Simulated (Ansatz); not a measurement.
Cartesian coordinates (Å):
SMILES: C(=C=B)=N
```xyz
6

B      1.7638    -0.4374     0.1128
C      0.5150    -0.0463    -0.1772
C     -0.6948     0.2945    -0.4575
N     -1.7887     0.7323    -0.7152
H      2.8507    -0.7782     0.3656
H     -2.6461     0.2350    -0.8902
```
Charge 0, spin multiplicity 1.

All values below come from Ansatz (a program for electronic structure) with frozen-core CCSD(T)/cc-pVTZ // B3LYP-D3(BJ)/def2-TZVP.

The HF energy is -155.98625 Ha. The MP2 correlation energy comes out as -0.59439 Ha.

Question: Estimate the CCSD correlation energy, the (T) correction, the total energy and the T1 diagnostic.

Answer: 
| Item | Result |
|---|---|
| CCSD correlation energy | -0.60006 Ha |
| (T) correction | -0.03734 Ha |
| CCSD(T) total energy | -156.62365 Ha |
| T1 diagnostic | 0.021 |
